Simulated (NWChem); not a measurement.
System: C₃H₃Cl; SMILES C(=C=C)Cl

Input file for NWChem:

```
start job
memory heap 200 mb stack 900 mb global 1100 mb
geometry units angstroms noautosym nocenter noautoz
  C      0.367344     2.310989     0.000000
  C     -0.162755     1.116334     0.000000
  C     -0.711296    -0.070776     0.000000
  Cl     0.205293    -1.544373     0.000000
  H      0.598269     2.831072    -0.936595
  H      0.598269     2.831072     0.936595
  H     -1.794637    -0.220294     0.000000
end
basis spherical
  * library 6-31g*
end
dft
  xc b3lyp
  iterations 150
end
cosmo
  do_cosmo_smd true
  solvent dioxane
end
task dft energy
```

Parts of the log:

```
             Northwest Computational Chemistry Package (NWChem) 7.3.0
             --------------------------------------------------------

                             Geometry "geometry" -> ""
                             -------------------------

 Output coordinates in angstroms (scale by  1.889725989 to convert to a.u.)

  No.       Tag          Charge          X              Y              Z
 ---- ---------------- ---------- -------------- -------------- --------------
    1 C                    6.0000     0.36734400     2.31098900     0.00000000
    2 C                    6.0000    -0.16275500     1.11633400     0.00000000
    3 C                    6.0000    -0.71129600    -0.07077600     0.00000000
    4 Cl                  17.0000     0.20529300    -1.54437300     0.00000000
    5 H                    1.0000     0.59826900     2.83107200    -0.93659500
    6 H                    1.0000     0.59826900     2.83107200     0.93659500
    7 H                    1.0000    -1.79463700    -0.22029400     0.00000000

 Effective nuclear repulsion energy (a.u.)     126.0180037362

                                 NWChem DFT Module
                                 -----------------

 Summary of "ao basis" -> "ao basis" (spherical)
 ------------------------------------------------------------------------------
       Tag                 Description            Shells   Functions and Types
 ---------------- ------------------------------  ------  ---------------------
 C                           6-31g*                  6       14   3s2p1d
 Cl                          6-31g*                  8       18   4s3p1d
 H                           6-31g*                  2        2   2s

 in cosmo_initialize ...
 calling solv_data for solv:dioxane

 solvent parameters
 solvname_short: dioxane
 solvname_long:  1,4-dioxane
 dielec:        2.2099
 dielecinf:     2.0232
 nonaqueous SMD model solvent descriptors
 dielec:        2.2099
 sola:          0.0000
 solb:          0.6400
 solc:          0.0000
 solg:         47.1400
 solh:          0.0000
 soln:          1.4224

          ---------------
          -cosmo- solvent
          ---------------
 Cosmo: York-Karplus, doi: 10.1021/jp992097l
 dielectric constant -eps-     =   2.21
 screen = (eps-1)/(eps    )    =   0.54749
 surface charge correction     = lagrangian

   van der Waals surface
 --------------------------

[...]

                                COSMO-SMD solvation results
                                ---------------------------

             internal energy in gas <Psi(g)|H|Psi(g)> =      -576.243822593934
         internal energy in solvent <Psi(s)|H|Psi(s)> =      -576.243603186314
                               delta internal energy  =         0.000219407620 (    0.14 kcal/mol)
   total free energy in solvent <Psi(s)|H+V/2|Psi(s)> =      -576.246451990772
 polarization energy contribution <Psi(s)|V/2|Psi(s)> =        -0.002848804458 (   -1.79 kcal/mol)
    total free energy in solvent including G(SMD-CDS) =      -576.246152047737
                       G(SMD-CDS) energy contribution =         0.000299943035 (    0.19 kcal/mol)
     1 M fixed-concentration free energy of solvation =        -0.002329453803 (   -1.46 kcal/mol)

                       DFT Final Molecular Orbital Analysis
                       ------------------------------------

 Vector   17  Occ=2.000000D+00  E=-3.162933D-01
              MO Center=  8.2D-02, -1.4D+00,  1.2D-09, r^2= 1.6D+00
   Bfn.  Coefficient  Atom+Function         Bfn.  Coefficient  Atom+Function
  ----- ------------  ---------------      ----- ------------  ---------------
    49      0.628837  4 Cl px                50      0.334899  4 Cl py
    53      0.336255  4 Cl px                45     -0.244711  4 Cl px
    54      0.191053  4 Cl py                66      0.137042  7 H  s
    46     -0.130387  4 Cl py                20     -0.127969  2 C  s
    31     -0.120852  3 C  px                65      0.116968  7 H  s

 Vector   18  Occ=2.000000D+00  E=-2.854920D-01
              MO Center=  7.2D-02,  1.5D+00, -1.4D-10, r^2= 2.2D+00
   Bfn.  Coefficient  Atom+Function         Bfn.  Coefficient  Atom+Function
  ----- ------------  ---------------      ----- ------------  ---------------
     3      0.373019  1 C  px                17      0.350402  2 C  px
     7      0.258134  1 C  px                50     -0.215430  4 Cl py
    21      0.192857  2 C  px                 4     -0.166206  1 C  py
    22     -0.156186  2 C  py                18     -0.154798  2 C  py
     8     -0.131885  1 C  py                54     -0.098897  4 Cl py

 Vector   19  Occ=2.000000D+00  E=-2.546112D-01
              MO Center= -1.6D-01,  7.1D-02, -8.9D-11, r^2= 3.0D+00
   Bfn.  Coefficient  Atom+Function         Bfn.  Coefficient  Atom+Function
  ----- ------------  ---------------      ----- ------------  ---------------
    51      0.433461  4 Cl pz                19     -0.347901  2 C  pz
    33     -0.345643  3 C  pz                55      0.270409  4 Cl pz
    37     -0.247823  3 C  pz                23     -0.230876  2 C  pz
    47     -0.166482  4 Cl pz                62     -0.120516  5 H  s
    64      0.120516  6 H  s                 61     -0.096802  5 H  s

 Vector   20  Occ=0.000000D+00  E=-2.226150D-02
              MO Center=  2.6D-02,  8.4D-01, -3.6D-10, r^2= 3.8D+00
   Bfn.  Coefficient  Atom+Function         Bfn.  Coefficient  Atom+Function
  ----- ------------  ---------------      ----- ------------  ---------------
     7      0.477393  1 C  px                54      0.414206  4 Cl py
    36      0.358171  3 C  py                 3      0.348579  1 C  px
    17     -0.333877  2 C  px                22      0.305775  2 C  py
    50      0.306611  4 Cl py                52      0.300182  4 Cl s
    21     -0.275447  2 C  px                34     -0.228658  3 C  s

[...]
```

Level: B3LYP/6-31G* (spherical d), SMD on the gas-phase geometry. Geometry: optimised at PBE0/def2-SVP. Solvent: 1,4-dioxane.
